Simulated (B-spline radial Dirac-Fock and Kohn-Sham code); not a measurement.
# Binding energies of Eu⁺ at several levels of theory

System: europium as Eu⁺ in the configuration [Xe] 4f8 (not the ground configuration).

The density-functional columns are spherical, spin-unpolarised Dirac-Kohn-Sham results without Breit or QED terms: −ε is minus the orbital energy of the initial state and ΔSCF the difference of two total energies. The reference in the last column comes from Dirac-Fock ΔSCF + Breit + QED. All numbers are from an atomic code on a B-spline grid, in eV; a selection of levels is shown. The Kohn-Sham columns are given as differences from the reference. For the 1s level of heavy atoms much of the gap between ΔSCF and the reference is the Breit and QED part, -204.8 eV here; for other levels the error of the functional can be larger.

```
level  PBE −ε − DF  PBE ΔSCF − DF  Dirac-Fock
   1s       -204.9         +241.4     48518.8
   2s       -128.3          -51.3      8058.4
2p1/2        -94.6           +4.4      7618.5
2p3/2       -102.2          -13.3      6978.0
   3s        -61.1          -41.0      1805.7
3p1/2        -47.6          -26.0      1616.6
3p3/2        -46.9          -27.0      1483.8
3d3/2        -27.8           -3.4      1160.7
3d5/2        -28.4           -4.7      1132.6
   4s        -26.4          -18.9       372.5
4p1/2        -20.0          -12.6       298.3
4p3/2        -20.2          -12.9       269.4
4d3/2         -8.8           -1.8       146.4
4d5/2         -8.9           -1.9       141.3
   4f         -0.3           +5.5        3.77
   5s         -6.4           -0.9       52.81
5p1/2         -2.8           +2.4       31.49
5p3/2         -2.9           +2.2       27.99
```

Values without a named source are computed, but for edge energies of neutral atoms, which are taken from tables.
